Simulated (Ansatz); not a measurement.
Compare A (`N[SiH2]/C=C/[SiH3]`) with its isomer B (`C=C(N)[SiH2][SiH3]`).

Gas-phase electronic energies from Ansatz, PBE0-D4/def2-TZVP geometries. CBS: MP2 limit from def2 TZ/QZ plus the TZ coupled-cluster correction, frozen cores. DFT in def2-TZVPP. B3LYP here is the variant with VWN-RPA as its local correlation; programs differ in this. One conformer a species, not always the lowest.

A:

Z-matrix (Å, degrees):
```
Si
C 1 1.870
N 1 1.713 2 114.6
H 1 1.488 2 108.2 3 120.8
H 1 1.488 2 108.1 3 -120.8
C 2 1.337 1 123.3 3 -0.2
H 2 1.092 1 118.4 3 179.8
H 3 1.005 1 122.0 2 -77.7
H 3 1.005 1 122.0 2 78.1
Si 6 1.861 2 123.9 1 -180.0
H 6 1.092 2 117.6 1 0.0
H 10 1.489 6 110.9 2 -120.6
H 10 1.489 6 110.8 2 120.3
H 10 1.487 6 109.1 2 -0.1
```

B:

Z-matrix (Å, degrees):
```
Si
Si 1 2.337
C 1 1.879 2 111.6
H 1 1.494 2 109.4 3 119.4
H 1 1.490 2 110.8 3 -123.6
H 2 1.487 1 110.4 3 -63.1
H 2 1.488 1 111.1 3 57.6
H 2 1.488 1 109.6 3 177.2
N 3 1.385 1 116.0 2 163.2
C 3 1.340 1 120.2 2 -21.6
H 9 1.006 3 116.5 1 -33.0
H 9 1.009 3 116.2 1 -169.7
H 10 1.082 3 121.3 1 0.5
H 10 1.087 3 122.0 1 -177.8
```

(1) Which is lower in electronic energy at CCSD(T)/CBS, and by how much? (Estimate.)

(2) Give E(B) − E(A) in kJ/mol with B3LYP-D4, PBE-D4, LDA (SPW92), CCSD/def2-TZVPP, MP2/def2-TZVPP, CCSD(T)/def2-TZVPP, B2PLYP. (Estimate.)

(3) Does the order hold for the free energy at 298.15 K (harmonic terms from PBE0-D4)? (Estimate.)

Largest T1 diagnostic: 0.013.

Results:

(1) Computed: A, by 96.0 kJ/mol.

(2) Ansatz gave: B3LYP-D4 86.0, PBE-D4 63.8, LDA (SPW92) 57.9, CCSD/def2-TZVPP 97.4, MP2/def2-TZVPP 101.6, CCSD(T)/def2-TZVPP 93.9, B2PLYP 94.8. None reverses the order clearly.

(3) The calculation gave: Yes: G(B) − G(A) = +99.2 kJ/mol, for one conformer each. Modes under 60 cm⁻¹, often nearly free rotors, make the harmonic entropy too high.

At CCSD(T), def2-SVP lies −21.9 kJ/mol from the extrapolated value and def2-TZVPP −2.1 kJ/mol. From r2SCAN to r2SCAN0 (25 % exact exchange), in def2-TZVPP and without D4, E(B) − E(A) moves by +4.8 kJ/mol.
